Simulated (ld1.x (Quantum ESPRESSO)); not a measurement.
# Transferability test, RRKJ potential for C (Z = 6)

carbon, norm-conserving RRKJ (Kleinman–Bylander form), made with ld1.x (Quantum ESPRESSO) 7.5 (PBE, scalar-relativistic). Core [He], reference 2s2 2p1 (charge +1). Waves: 2s (bound): rc 0.85 bohr; 2p (bound): rc 2.10 bohr. Local part: all-electron potential smoothed inside 1.85 bohr (lloc = -2). Core correction: none. rho0 = 0.005.

Energies are relative to the spin-unpolarised reference configuration 2s2 2p1; without spin polarisation the order of configurations can differ from experiment.

Task: Give the all-electron excitation energy and the error of the potential for: 2s2 2p2; 2s2 2p0; 2s1 2p0; 2s1 2p3; 2s2 2p2.3; 2s1 2p2; 2s2 2p1.5.

Result:

```tsv
valence configuration	charge	ΔE all-electron (eV)	error AE − PS (meV)
2s2 2p2	0	-10.862	+47
2s2 2p0	+2	24.156	+227
2s1 2p0	+3	72.350	+624
2s1 2p3	0	-2.384	+98
2s2 2p2.3	-0.3	-12.020	+58
2s1 2p2	+1	8.754	+2.6
2s2 2p1.5	+0.5	-6.898	+19
```

Levels in the configuration 2s1 2p3:

| level | all-electron (eV) | pseudo (eV) |
| --- | --- | --- |
| 2s | -14.201 | -14.200 |
| 2p | -5.712 | -5.760 |

ld1.x printed “convergence not achieved” for 2 of the counted tests; their residual had stalled under 1e-8, short of the target of 1e-14.
